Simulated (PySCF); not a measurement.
## Cu(2+) (copper, charge +2) across methods

[Ar] 3d8 4p1, one real determinant (an excited configuration). All numbers are calculated (PySCF 2.14, no relativity, point nucleus, in dyall-av2z (16s12p7d2f, 101 functions)).

```
 method  E (hartree)  mean ε 3d α (eV)  mean ε 3d β (eV)  mean ε 4p α (eV)  Σ⟨r²⟩ (bohr²)   ⟨S²⟩
   PBE0    -1638.675           -42.850           -40.635           -19.316          21.16  3.750
    UHF  -1637.56691           -51.741           -48.788           -20.908          21.34  3.752
  B97-3    -1638.757           -43.039           -40.890           -19.213          21.17  3.751
    PBE    -1638.634           -39.580           -37.572           -18.623          21.19  3.750
  HSE06    -1638.679           -42.399           -40.197           -18.946          21.16  3.750
    LDA    -1636.075           -39.905           -37.700           -18.676          21.12  3.750
wB97X-V    -1638.746           -45.119           -43.076           -21.162          21.21  3.750
  TPSSh    -1638.920           -40.823           -38.865           -18.859          21.18  3.750
```

**Question.** Estimate the same row for r2SCAN.

**Answer.** E (hartree) = -1638.901; mean ε 3d α (eV) = -40.118; mean ε 3d β (eV) = -38.148; mean ε 4p α (eV) = -18.742; Σ⟨r²⟩ (bohr²) = 21.08; ⟨S²⟩ = 3.751.

⟨L²⟩ = 14.01 against 20 for a pure G term, so this real determinant mixes terms.
